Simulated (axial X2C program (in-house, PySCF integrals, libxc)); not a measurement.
**Ω levels of LuSH from open-shell CI on d1 s1 p(π)0**

Computed with an in-house all-electron X2C program for linear molecules (integrals from PySCF): two-component X2C with atomic mean-field Coulomb and Gaunt terms, basis Lu dyall-v3z, S dyall-av3z, H dyall-v3z (cores contracted in-house). Orbitals come from Hartree–Fock averaged over the configuration Lu d1 s1 p(π)0; CI then distributes these electrons over the d, s, p(π) shells of Lu.

Lu–S–H held linear, bonds 2.490 and 1.340 Å (the second held) (near the minimum of the configuration average).

Active spinors (ω > 0):

```csv
shell,ω,ε (eV),character
d,1/2,1.63,"66% Lu d, 29% Lu p"
d,1/2,1.79,"67% Lu d, 27% Lu p"
d,3/2,1.86,"67% Lu d, 28% Lu p"
d,3/2,2.13,98% Lu d
d,5/2,2.20,98% Lu d
s,1/2,-3.34,"65% Lu s, 18% Lu p, 7% S p"
p(π),1/2,2.83,"86% Lu p, 5% S d, 4% Lu f"
p(π),3/2,3.03,"84% Lu p, 6% Lu f, 4% S p"
```

Lowest levels of this model:

| Ω | energy (cm⁻¹) | g∥ | μ (D) | configuration |
| --- | --- | --- | --- | --- |
| 0 | 0 | 0.00 | -1.25 | 92% s2 + 6% d2 |
| 0 | 10984 | 0.00 | -0.75 | 99% d1 s1 |
| 1 | 11620 | 2.81 | -0.91 | 99% d1 s1 |
| 0 | 11835 | 0.00 | -0.74 | 99% d1 s1 |
| 1 | 12627 | 0.66 | -2.56 | 100% d1 s1 |
| 2 | 12770 | 4.75 | -2.08 | 99% d1 s1 |
| 0 | 13421 | 0.00 | -0.75 | 100% d1 s1 |
| 1 | 13505 | 2.52 | -1.00 | 100% d1 s1 |
| 2 | 13677 | 5.23 | -1.63 | 100% d1 s1 |
| 3 | 13749 | 8.00 | -2.93 | 100% d1 s1 |
| 2 | 17152 | 4.02 | -1.42 | 82% d1 s1 + 17% d2 |
| 0 | 21780 | 0.00 | -3.03 | 77% d1 s1 + 22% d2 |
| 1 | 21981 | 2.01 | -2.42 | 73% d1 s1 + 26% d2 |

g∥ is the magnitude of 2⟨Lz + ge Sz⟩ for the +Ω component. μ is positive if the H end is positive.

This point took 2.4 s on 1 thread of Arm Neoverse V2, with other jobs on the host.

Dynamic correlation is missing, so gaps between terms are too wide and other configurations may lie lower; the lowest level listed is that of this model, not necessarily the ground state. The lowest levels belong to s2, not to the averaged configuration, so orbitals and distance suit them less well. For d shells the ligand-field splittings (σ, π, δ) and their order can be off by a thousand cm⁻¹ or more. At most 6 roots were kept for each Ω > 0 (twice that for Ω = 0) within 3.2 eV of the lowest, so higher up levels can be missing between those listed; levels with Ω > 0 are doubly degenerate and listed once, Ω = 0 levels singly. Some active spinors are only partly of the character that their shell is named for, so the shell names and counts are nominal. States that fill the shells left empty in the average are placed too high. The molecule was held linear; bending was not examined. Hydrosulfides and their kin are strongly bent in nature, so this linear model does not describe the real molecule.
